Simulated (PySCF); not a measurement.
PySCF input file for W(O)(NH)(F)(Cl) (ClFHNOW), SMILES [NH]=[W](=[O])([F])[Cl], multiplicity 1, TDA-CAM-B3LYP/def2-SVPD. Coordinates come from a PBE-D3(BJ)/def2-SVP optimisation. The spin state was assumed, not searched. The structure was generated by enumeration; whether it is a known compound was not checked. The def2 effective core potentials stand for the cores of W; spin–orbit coupling is left out.

```python
import numpy as np
from pyscf import gto, scf, dft, tdscf

mol = gto.M(
    atom='''
    W     0.08451467    0.08667524   -0.15231121
    O     1.78713428    0.16952049    0.04539596
    N    -0.23867481   -0.98819340   -1.50700775
    H     0.14075174   -1.60730940   -2.23195342
    F    -0.58022806    1.78788798   -0.60415247
    Cl   -0.81171385   -0.90214475    1.71330832
    ''',
    basis='def2-SVPD',
    ecp={'W': 'def2-svp'},
    charge=0,
    spin=0,
    max_memory=1600,
    verbose=4,
)
mf = dft.RKS(mol, xc='cam-b3lyp').density_fit(auxbasis='def2-universal-jkfit')
mf.grids.level = 3
mf.conv_tol = 1e-9
mf.max_cycle = 100
mf.kernel()
mf.grids = dft.Grids(mol).set(level=1).build(with_non0tab=True)  # coarser grid for the response kernel
td = tdscf.TDA(mf)
td.singlet = True
td.nstates = 10
td.conv_tol = 1e-4
td.positive_eig_threshold = 1e-6
td.kernel(x0=td.get_init_guess(mf, 15))
td.analyze()
tt = tdscf.TDA(mf)
tt.singlet = False
tt.nstates = 4
tt.conv_tol = 1e-4
tt.positive_eig_threshold = 1e-6
tt.kernel(x0=tt.get_init_guess(mf, 9))
tt.analyze(verbose=3)
```

Output:

```
PySCF version 2.14.0

[INPUT] verbose = 4
[INPUT] num. atoms = 6
[INPUT] num. electrons = 56
[INPUT] charge = 0
[INPUT] spin (= nelec alpha-beta = 2S) = 0
[INPUT] symmetry False subgroup None
[INPUT] Mole.unit = angstrom
[INPUT] Symbol           X                Y                Z      unit          X                Y                Z       unit  Magmom
[INPUT]  1 W      0.084514670000   0.086675240000  -0.152311210000 AA    0.159709579808   0.163792465381  -0.287826472601 Bohr   0.0
[INPUT]  2 O      1.787134280000   0.169520490000   0.045395960000 AA    3.377194337022   0.320347298602   0.085785931562 Bohr   0.0
[INPUT]  3 N     -0.238674810000  -0.988193400000  -1.507007750000 AA   -0.451030023733  -1.867414884103  -2.847831915097 Bohr   0.0
[INPUT]  4 H      0.140751740000  -1.607309400000  -2.231953420000 AA    0.265982240156  -3.037374563439  -4.217780686586 Bohr   0.0
[INPUT]  5 F     -0.580228060000   1.787887980000  -0.604152470000 AA   -1.096472123188   3.378618623602  -1.141682705780 Bohr   0.0
[INPUT]  6 Cl    -0.811713850000  -0.902144750000   1.713308320000 AA   -1.533916868016  -1.704806502214   3.237683491739 Bohr   0.0

nuclear repulsion = 264.321949285879
number of shells = 54
number of NR pGTOs = 211
number of NR cGTOs = 136
basis = def2-SVPD
ecp = {'W': 'def2-svp'}


******** <class 'pyscf.df.df_jk.DFRKS'> ********
method = DFRKS
initial guess = minao
damping factor = 0
level_shift factor = 0
DIIS = <class 'pyscf.scf.diis.CDIIS'>
diis_start_cycle = 1
diis_space = 8
diis_damp = 0
SCF conv_tol = 1e-09
SCF conv_tol_grad = None
SCF max_cycles = 100
direct_scf = False
XC library pyscf.dft.libxc version 7.1.2
    S. Lehtola, C. Steigemann, M. J. T. Oliveira, and M. A. L. Marques,  SoftwareX 7, 1–5 (2018)
XC functionals = cam-b3lyp
    T. Yanai, D. P. Tew, and N. C. Handy,  Chem. Phys. Lett. 393, 51 (2004)
radial grids:
    Treutler-Ahlrichs [JCP 102, 346 (1995); DOI:10.1063/1.469408] (M4) radial grids

becke partition: Becke, JCP 88, 2547 (1988); DOI:10.1063/1.454033
pruning grids: <function nwchem_prune>
grids dens level: 3
symmetrized grids: False
atomic radii adjust function: <function treutler_atomic_radii_adjust>
small_rho_cutoff = 0
Set gradient conv threshold to 3.16228e-05
Initial guess from minao.
tot grids = 95248
******** <class 'pyscf.df.df.DF'> ********
auxbasis = def2-universal-jkfit
Create RSH-DF object <pyscf.df.df.DF object> for omega=0.33
******** <class 'pyscf.df.df.DF'> ********
auxbasis = auxmol.basis = def2-universal-jkfit
init E= -744.650592438837
  HOMO = -0.547831682905318  LUMO = -0.308270900097534  gap/eV = 6.51878
cycle= 1 E= -757.149029934099  delta_E= -12.5  |g|= 1.31  |ddm|= 7.53
  HOMO = -0.237013969650991  LUMO = -0.110059048602986  gap/eV = 3.45462
cycle= 2 E= -754.721497592266  delta_E= 2.43  |g|= 3.73  |ddm|= 4.37
  HOMO = -0.34126939012532  LUMO = -0.0334897482089257  gap/eV = 8.37511
cycle= 3 E= -757.439823311362  delta_E= -2.72  |g|= 0.465  |ddm|= 3.32
  HOMO = -0.375592724345471  LUMO = -0.0672084193899917  gap/eV = 8.39156
cycle= 4 E= -757.469890380788  delta_E= -0.0301  |g|= 0.248  |ddm|= 0.493
  HOMO = -0.380543910069804  LUMO = -0.0741087590445094  gap/eV = 8.33853
cycle= 5 E= -757.479483354901  delta_E= -0.00959  |g|= 0.0786  |ddm|= 0.206
  HOMO = -0.380935441542939  LUMO = -0.0648553758319192  gap/eV = 8.60098
cycle= 6 E= -757.480632895939  delta_E= -0.00115  |g|= 0.0377  |ddm|= 0.0891
  HOMO = -0.378026657344383  LUMO = -0.064102606597317  gap/eV = 8.54231
cycle= 7 E= -757.480925044299  delta_E= -0.000292  |g|= 0.00594  |ddm|= 0.0307
  HOMO = -0.378668230645743  LUMO = -0.0645640393860862  gap/eV = 8.54721
cycle= 8 E= -757.480934122216  delta_E= -9.08e-06  |g|= 0.00166  |ddm|= 0.00849
  HOMO = -0.378581872698138  LUMO = -0.0644515449695761  gap/eV = 8.54792
cycle= 9 E= -757.480935173784  delta_E= -1.05e-06  |g|= 0.000589  |ddm|= 0.00284
  HOMO = -0.378635135942704  LUMO = -0.0645043775059793  gap/eV = 8.54793
cycle= 10 E= -757.480935405378  delta_E= -2.32e-07  |g|= 0.000193  |ddm|= 0.00153
  HOMO = -0.378632247523474  LUMO = -0.0644878791631389  gap/eV = 8.54830
cycle= 11 E= -757.480935434984  delta_E= -2.96e-08  |g|= 0.000125  |ddm|= 0.000583
  HOMO = -0.378637370603893  LUMO = -0.064486896061538  gap/eV = 8.54847
cycle= 12 E= -757.480935441683  delta_E= -6.7e-09  |g|= 2.56e-05  |ddm|= 0.000236
  HOMO = -0.378634587037955  LUMO = -0.0644841283590865  gap/eV = 8.54847
cycle= 13 E= -757.48093544252  delta_E= -8.37e-10  |g|= 1.86e-05  |ddm|= 0.000102
  HOMO = -0.37863691096091  LUMO = -0.0644853985711673  gap/eV = 8.54850
Extra cycle  E= -757.480935442541  delta_E= -2.09e-11  |g|= 2.68e-05  |ddm|= 4.03e-05
converged SCF energy = -757.480935442541
tot grids = 33328
Overwritten attributes  positive_eig_threshold  of <class 'pyscf.tdscf.rks.TDA'>


******** <class 'pyscf.tdscf.rks.TDA'> for <class 'pyscf.df.df_jk.DFRKS'> ********
nstates = 10 singlet
deg_eia_thresh = 1.000e-03
wfnsym = None
conv_tol = 0.0001
eigh lindep = 1e-12
eigh level_shift = 0
eigh max_cycle = 100


Excitation energies (eV)
[4.64404269 4.76562166 4.91788303 5.51658742 5.74306384 5.82649829
 6.1199521  6.1998962  6.46195584 6.56268917]

** Singlet excitation energies and oscillator strengths **
Excited State   1:      4.64404 eV    266.97 nm  f=0.0079
      27 -> 30        0.11863
      28 -> 29       -0.63063
      28 -> 30        0.22028
Excited State   2:      4.76562 eV    260.16 nm  f=0.0028
      27 -> 29       -0.44447
      27 -> 30       -0.25614
      27 -> 31        0.12556
      28 -> 29        0.16688
      28 -> 30        0.42026
Excited State   3:      4.91788 eV    252.11 nm  f=0.0077
      27 -> 29       -0.50954
      27 -> 30        0.10893
      28 -> 30       -0.43610
      28 -> 31        0.11387
Excited State   4:      5.51659 eV    224.75 nm  f=0.0013
      27 -> 30        0.11950
      27 -> 31       -0.17141
      28 -> 30        0.18343
      28 -> 31        0.60844
      28 -> 32        0.13285
Excited State   5:      5.74306 eV    215.89 nm  f=0.0067
      25 -> 29       -0.20496
      26 -> 29       -0.62575
      27 -> 30       -0.13349
      28 -> 32        0.11466
Excited State   6:      5.82650 eV    212.79 nm  f=0.0108
      26 -> 29       -0.13807
      27 -> 30        0.49749
      27 -> 31        0.38280
      27 -> 32        0.12155
      28 -> 30        0.11522
      28 -> 32       -0.13962
      28 -> 34       -0.10045
Excited State   7:      6.11995 eV    202.59 nm  f=0.0023
      24 -> 29        0.11420
      26 -> 30        0.20222
      27 -> 31        0.33457
      28 -> 32        0.51161
      28 -> 33       -0.11215
Excited State   8:      6.19990 eV    199.98 nm  f=0.0048
      23 -> 29        0.10910
      24 -> 29        0.22208
      25 -> 29        0.48093
      25 -> 30       -0.10384
      26 -> 29       -0.11674
      26 -> 30       -0.29216
      26 -> 31       -0.10364
      27 -> 30       -0.10997
      27 -> 31        0.12273
      28 -> 32       -0.10477
Excited State   9:      6.46196 eV    191.87 nm  f=0.0127
      23 -> 29        0.10829
      24 -> 29       -0.18106
      25 -> 29       -0.13107
      26 -> 30        0.14128
      27 -> 30       -0.12983
      27 -> 31        0.28028
      27 -> 32       -0.31534
      27 -> 34       -0.12904
      28 -> 31        0.19984
      28 -> 32       -0.27646
      28 -> 34        0.17038
Excited State  10:      6.56269 eV    188.92 nm  f=0.0019
      23 -> 29       -0.11705
      23 -> 30       -0.11629
      24 -> 29        0.23281
      24 -> 30       -0.33700
      24 -> 31       -0.11509
      25 -> 30       -0.37278
      25 -> 31       -0.11035
      26 -> 30        0.28030
      28 -> 32       -0.14025

** Transition electric dipole moments (AU) **
state          X           Y           Z        Dip. S.      Osc.
  1         0.1086      0.0585      0.2320      0.0691      0.0079
  2        -0.0454     -0.1165     -0.0918      0.0241      0.0028
  3        -0.0607     -0.1842      0.1620      0.0639      0.0077
  4         0.0627      0.0196     -0.0725      0.0096      0.0013
  5         0.0430      0.1775     -0.1185      0.0474      0.0067
  6         0.0165     -0.0507     -0.2694      0.0754      0.0108
  7        -0.0942      0.0639      0.0474      0.0152      0.0023
  8         0.0999      0.1280      0.0731      0.0317      0.0048
  9         0.0969      0.2052      0.1704      0.0805      0.0127
 10         0.0894      0.0104     -0.0610      0.0118      0.0019

WARN: ECP detected. Skipping calculation of transition velocity and magnetic dipole moments, which have not yet been implemented.



******** <class 'pyscf.tdscf.rks.TDA'> for <class 'pyscf.df.df_jk.DFRKS'> ********
nstates = 4 triplet
deg_eia_thresh = 1.000e-03
wfnsym = None
conv_tol = 0.0001
eigh lindep = 1e-12
eigh level_shift = 0
eigh max_cycle = 100


Excitation energies (eV)
[3.95270684 4.30547845 4.42456786 4.59634127]

** Triplet excitation energies and oscillator strengths **
Excited State   1:      3.95271 eV    313.67 nm  f=0.0000
Excited State   2:      4.30548 eV    287.97 nm  f=0.0000
Excited State   3:      4.42457 eV    280.22 nm  f=0.0000
Excited State   4:      4.59634 eV    269.75 nm  f=0.0000
```

The calculation finished and met its thresholds.

Cost: very roughly 3 core-minutes.
